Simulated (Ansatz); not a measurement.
`C=[CH][In]([F])[F]` + H₂Se → `[F][In]([F])[SeH]` + `C=C` at 298.15 K and 1 bar (ligand exchange at the In–C bond).

Program: Ansatz. Geometries: PBE0-D4/def2-TZVP. ΔE: electronic, gas phase. CCSD(T)/CBS adds triple-zeta CCSD(T) − MP2 to the extrapolated MP2 energy (def2 sets, frozen cores). This one scheme is used for every species. def2 core potentials past Kr. For In, Se outer-core shells are correlated without core-valence functions, which leaves a few kJ/mol of doubt a bond. Scalar relativity is left out up to krypton. Each species was taken in one conformer, which may not be the lowest.

```
             species  CCSD(T)/CBS energy (Eh)  H − E (kJ/mol)  S (J/(mol·K))
`C=[CH][In]([F])[F]`               -467.34185           139.7          364.7
                H₂Se              -2401.89790            45.8          219.1
 `[F][In]([F])[SeH]`              -2790.80080            49.8          358.7
               `C=C`                -78.48111           144.6          218.9
```

H − E and S are ideal-gas, rigid-rotor, harmonic terms from PBE0-D4/def2-TZVP, for one conformer and one mirror image of each species. 1 Eh = 2625.50 kJ/mol, R = 8.31446 J/(mol·K).

Q: By hand: ΔE, ΔH, ΔS and ΔG.

A: ΔE = (-2790.80080) + (-78.48111) − (-467.34185) − (-2401.89790) = -0.04216 Eh = -110.7 kJ/mol. Δ(H − E) = 49.8 + 144.6 − 139.7 − 45.8 = 8.9, so ΔH = -101.8 kJ/mol. ΔS = 358.7 + 218.9 − 364.7 − 219.1 = -6.2 J/(mol·K). ΔG = -101.8 − 298.15 × (-6.2)/1000 = -100.0 kJ/mol.

Q: By hand: the equilibrium constant, and the temperature at which ΔG would vanish if ΔH and ΔS stayed fixed.

A: log₁₀ K = −ΔG/(RT ln 10) = 17.5. ΔG = 0 at ΔH/ΔS = 16419 K, far beyond where these terms or the molecules hold.

The number of gas molecules stays the same, so ΔS is small and ΔH decides. A doubt of 5 kJ/mol in ΔE shifts log₁₀ K by 0.9 here. Other conformers and mirror images would add mixing entropy, several J/(mol·K) or more a flexible species. Modes under 60 cm⁻¹, often nearly free rotors, make the harmonic entropy too high. These are equilibria of isolated gas molecules and say nothing of rates. Largest T1 diagnostic: 0.016 (customary marks: 0.02 for closed shells, 0.045 for open ones).
